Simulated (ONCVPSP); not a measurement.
# Before and after: ONCV potential for cerium (Ce)

```
Element                 : Ce (Z = 58)
Generator               : ONCVPSP 4.0.1
Type                    : optimised norm-conserving Vanderbilt (ONCV)
Functional              : PBE
Relativity              : scalar-relativistic
Frozen core             : [Kr] 4d10 5s2
Valence charge          : 10
Reference configuration : 4f1 5p6 5d1 6s2
Partial waves           : 6s: rc 3.45 bohr, ncon 5, nbas 8, qcut 2.1 1/bohr, 3 projectors, debl 3.4 Ha; 5p: rc 2.80 bohr, ncon 4, nbas 7, qcut 5.3 1/bohr, 3 projectors, debl 2.9 Ha; 5d: rc 3.15 bohr, ncon 4, nbas 9, qcut 4.3 1/bohr, 2 projectors, debl 0.5 Ha; 4f: rc 1.60 bohr, ncon 5, nbas 10, qcut 11.9 1/bohr, 2 projectors, debl 0.5 Ha
Local potential         : polynomial inside 1.05 bohr (lpopt 5, dvloc0 0 Ha)
Core correction         : Teter function, fcfact 3, rcfact 1.5
```

Change: f: rc 1.82.

Cutoffs: the cutoffs (Ha) at which the residual kinetic energy of the hardest occupied pseudo-wave falls to 1 and 0.1 mHa per electron; they do not see the model core or the augmentation charge, which bear on the density cutoff. Errors are all-electron minus pseudo energies relative to the spin-unpolarised reference configuration.

Question: How do hardness, ghosts and transferability respond?

Answer: The potential gets softer (57 Ha and 63 Ha → 51 Ha and 56 Ha); both files keep a bound ghost (s); the errors of the 4 common tests hardly move. A larger radius leaves more room for a smooth pseudo-wave, so fewer plane waves are needed.

| quantity | base | changed |
| --- | --- | --- |
| cutoff, loose | 57 Ha | 51 Ha |
| cutoff, tight | 63 Ha | 56 Ha |
| loose cutoff by channel | s 1.7 Ha, p 5.2 Ha, d 6.0 Ha, f 57 Ha | s 1.7 Ha, p 5.2 Ha, d 6.0 Ha, f 51 Ha |
| bound ghosts | s | s |
| GHOST(+) flags under 300 eV | s at 114.8 eV, p at 117.3 eV, d at 123.3 eV | s at 114.8 eV, p at 117.3 eV, d at 123.3 eV |
| error for 4f1 5p6 5d1 6s1, meV [ΔE 6.07 eV] | -1.0 | -1.0 |
| error for 4f1 5p6 5d1 6s0, meV [ΔE 17.15 eV] | +2.6 | +2.6 |
| error for 4f1 5p6 5d0 6s0, meV [ΔE 36.33 eV] | +76 | +77 |
| error for 4f1 5p5 5d1 6s2, meV [ΔE 27.86 eV] | -150 | -152 |
| s: phases at 3.50 bohr within 0.05 rad from the reference energy up to (Ha; the scan ends near 5) | 1.2 | 1.2 |
| p: phases at 2.84 bohr within 0.05 rad from the reference energy up to (Ha; the scan ends near 5) | 4.2 | 4.2 |
| d: phases at 3.20 bohr within 0.05 rad from the reference energy up to (Ha; the scan ends near 5) | 3.4 | 3.4 |
| rms error of d²Exc/dni dnj with the model core, mHa | 8.97 | 8.37 |

 A true bound ghost makes a file unfit for plane-wave use even where its test errors are small: the radial tests pick states by their node count and pass the ghost by.
